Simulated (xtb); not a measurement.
xtb input (GFN1-xTB):

```bash
xtb mol.xyz --gfn 1 --sp --chrg 0 --uhf 0
```
mol.xyz:
```
3

Se     0.01926114    -0.01724611     0.40055910
F      0.64744174     1.14626581    -0.74154371
F     -0.72020603    -1.08111382    -0.77167957
```

Output:

```
           -------------------------------------------------
          |                Calculation Setup                |
           -------------------------------------------------

           -------------------------------------------------
          |                 G F N 1 - x T B                 |
           -------------------------------------------------

        Reference                      10.1021/acs.jctc.7b00118
      * Hamiltonian:
        H0-scaling (s, p, d)           1.850000    2.250000    2.000000
        zeta-weighting                 0.000000
      * Dispersion:
        s8                             2.400000
        a1                             0.630000
        a2                             5.000000
        s9                             0.000000
      * Repulsion:
        kExp                           1.500000
        rExp                           1.000000
      * Coulomb:
        alpha                          2.000000
        third order                    atomic
        anisotropic                    false
      * Halogen bond correction:
        rad-scale                      1.300000
        damping                        0.440000

          ...................................................
          :                      SETUP                      :
          :.................................................:
          :  # basis functions                  18          :
          :  # atomic orbitals                  17          :
          :  # shells                            7          :
          :  # electrons                        20          :
          :  # halogen bonds                     0          :
          :  max. iterations                   250          :
          :  Hamiltonian                  GFN1-xTB          :
          :  restarted?                      false          :
          :  GBSA solvation                  false          :
          :  PC potential                    false          :
          :  electronic temp.          300.0000000     K    :
          :  accuracy                    1.0000000          :
          :  -> integral cutoff          0.2500000E+02      :
          :  -> integral neglect         0.1000000E-07      :
          :  -> SCF convergence          0.1000000E-05 Eh   :
          :  -> wf. convergence          0.2000000E-04 e    :
          :  Broyden damping             0.4000000          :
          :  net charge                          0          :
          :  unpaired electrons                  0          :
          ...................................................

 iter      E             dE          RMSdq      gap      omega  full diag
   1    -13.5721242 -0.135721E+02  0.425E+00    2.90       0.0  T
   2    -13.5732014 -0.107717E-02  0.184E+00    2.88       1.0  T
   3    -13.5677743  0.542709E-02  0.188E+00    2.90       1.0  T
   4    -13.5758017 -0.802740E-02  0.328E-02    2.90       1.8  T
   5    -13.5758076 -0.592700E-05  0.543E-03    2.90      10.6  T
   6    -13.5758077 -0.206172E-07  0.142E-03    2.90      40.5  T
   7    -13.5758077 -0.111203E-07  0.168E-06    2.90   34395.0  T
   8    -13.5758077 -0.888178E-14  0.194E-06    2.90   29757.7  T

   *** convergence criteria satisfied after 8 iterations ***

         #    Occupation            Energy/Eh            Energy/eV
      -------------------------------------------------------------
         1        2.0000           -1.0134536             -27.5775
       ...           ...                  ...                  ...
         4        2.0000           -0.6055115             -16.4768
         5        2.0000           -0.5954496             -16.2030
         6        2.0000           -0.5904699             -16.0675
         7        2.0000           -0.5643102             -15.3557
         8        2.0000           -0.5584635             -15.1966
         9        2.0000           -0.5573620             -15.1666
        10        2.0000           -0.4522931             -12.3075 (HOMO)
        11                         -0.3458419              -9.4108 (LUMO)
        12                         -0.3222964              -8.7701
        13                         -0.1174411              -3.1957
        14                         -0.1111889              -3.0256
        15                         -0.0750036              -2.0410
       ...                                ...                  ...
        17                          0.2983117               8.1175
      -------------------------------------------------------------
                  HL-Gap            0.1064512 Eh            2.8967 eV
             Fermi-level           -0.3990675 Eh          -10.8592 eV

 SCC (total)                   0 d,  0 h,  0 min,  0.002 sec
 SCC setup                      ...        0 min,  0.000 sec (  3.323%)
 Dispersion                     ...        0 min,  0.000 sec (  1.609%)
 classical contributions        ...        0 min,  0.000 sec (  0.679%)
 integral evaluation            ...        0 min,  0.000 sec ( 25.022%)
 iterations                     ...        0 min,  0.001 sec ( 39.795%)
 molecular gradient             ...        0 min,  0.000 sec ( 24.680%)
 printout                       ...        0 min,  0.000 sec (  4.614%)

         :::::::::::::::::::::::::::::::::::::::::::::::::::::
         ::                     SUMMARY                     ::
         :::::::::::::::::::::::::::::::::::::::::::::::::::::
         :: total energy             -13.573171026284 Eh    ::
         :: gradient norm              0.008513674843 Eh/a0 ::
         :: HOMO-LUMO gap              2.896685187025 eV    ::
         ::.................................................::
         :: SCC energy               -13.575807666367 Eh    ::
         :: -> electrostatic           0.037071263265 Eh    ::
         :: repulsion energy           0.003025633464 Eh    ::
         :: dispersion energy         -0.000388993381 Eh    ::
         :: halogen bond corr.         0.000000000000 Eh    ::
         :: add. restraining           0.000000000000 Eh    ::
         :: total charge              -0.000000000000 e     ::
         :::::::::::::::::::::::::::::::::::::::::::::::::::::

           -------------------------------------------------
          |                Property Printout                |
           -------------------------------------------------

    * Orbital Energies and Occupations

         #    Occupation            Energy/Eh            Energy/eV
      -------------------------------------------------------------
         1        2.0000           -1.0134536             -27.5775
         2        2.0000           -0.8606367             -23.4191
         3        2.0000           -0.8439165             -22.9641
         4        2.0000           -0.6055115             -16.4768
         5        2.0000           -0.5954496             -16.2030
         6        2.0000           -0.5904699             -16.0675
         7        2.0000           -0.5643102             -15.3557
         8        2.0000           -0.5584635             -15.1966
         9        2.0000           -0.5573620             -15.1666
        10        2.0000           -0.4522931             -12.3075 (HOMO)
        11                         -0.3458419              -9.4108 (LUMO)
        12                         -0.3222964              -8.7701
        13                         -0.1174411              -3.1957
        14                         -0.1111889              -3.0256
        15                         -0.0750036              -2.0410
        16                         -0.0035573              -0.0968
        17                          0.2983117               8.1175
      -------------------------------------------------------------
Note: The following floating-point exceptions are signalling: IEEE_DENORMAL
normal termination of xtb
                  HL-Gap            0.1064512 Eh            2.8967 eV
             Fermi-level           -0.3990675 Eh          -10.8592 eV

  Mulliken/CM5 charges         n(s)   n(p)   n(d)
     1Se    0.43022  0.48011   1.972  3.348  0.250
     2F    -0.21511 -0.24005   1.852  5.363  0.000
     3F    -0.21511 -0.24005   1.852  5.363  0.000

Wiberg/Mayer (AO) data.
largest (>0.10) Wiberg bond orders for each atom

 ---------------------------------------------------------------------------
     #   Z sym  total        # sym  WBO       # sym  WBO       # sym  WBO
 ---------------------------------------------------------------------------
     1  34 Se   2.225 --     2 F    1.113     3 F    1.113
     2   9 F    1.176 --     1 Se   1.113
     3   9 F    1.176 --     1 Se   1.113
 ---------------------------------------------------------------------------

Topologies differ in total number of bonds
Writing topology from bond orders to xtbtopo.mol

 dipole moment from electron density (au)
     X       Y       Z
   0.0571  -0.0512   1.1885  total (Debye):    3.027

           -------------------------------------------------
          | TOTAL ENERGY              -13.573171026284 Eh   |
          | GRADIENT NORM               0.008513674843 Eh/α |
          | HOMO-LUMO GAP               2.896685187025 eV   |
           -------------------------------------------------

------------------------------------------------------------------------
------------------------------------------------------------------------
 total:
 SCF:
```
